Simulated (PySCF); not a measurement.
# Spin states of RbBi⁺

Unrestricted PBE0; basis Rb def2-SVPD with ECP28, Bi def2-SVPD with ECP60; scalar-relativistic core potentials; PySCF 2.14. Outer shells of the fragments: Rb+ closed shells only; Bi 5d10 6s2 6p3.

Followed along the bond (rough minima from three points):

```csv
2Ms+1,unpaired,⟨S²⟩ at the start,R at minimum (Å),Te (eV)
4,"σ ↑, π ↑↑",3.75,4.11,0.00
2,"σ ↓, π ↑↑",1.76,4.13,0.65
2,"σ ↑, π ↑↓",1.76,4.11,0.66
2,π ↑,0.75,3.96,1.15
2,σ ↑,0.75,4.10,1.58
```

Solutions found at the starting distance of 3.620 Å, counted from the lowest of them; the search is not exhaustive and high or unbound solutions are not listed, so other states can lie among these:

```
2Ms+1   unpaired   term  E (eV)  ⟨S²⟩  ⟨Lz²⟩   μ (D)
    4  σ ↑, π ↑↑    ⁴Σ⁻    0.00  3.75   0.00   -9.97
    2  σ ↓, π ↑↑  mixed    0.65  1.76   0.00   -9.86
    2  σ ↑, π ↑↓  mixed    0.66  1.76   2.01   -9.90
    2        π ↑     ²Π    1.15  0.75   1.00   -9.03
    2        σ ↑  mixed    1.58  0.75   2.00   -9.81
    2        π ↑     ²Π    1.99  0.75   1.01  -10.44
    4  σ ↑↑, π ↑     ⁴Π    4.95  3.75   1.00   -0.55
    4  σ ↑, π ↑↑  mixed    6.35  3.75   2.00   -2.97
    4      π ↑↑↑     ⁴Π    6.61  3.75   1.00   -3.34
    4  π ↑↑, δ ↑     ⁴Δ    7.50  3.75   4.00   -3.74
```

A term symbol is given only where ⟨S²⟩ and ⟨Lz²⟩ are close to those of a pure state; real π, δ and φ orbitals otherwise mix terms. A positive dipole points towards Bi; it is taken about the centre of mass and depends on that origin.

Spin–orbit coupling is left out, which matters for elements this heavy, above all for dissociation energies.
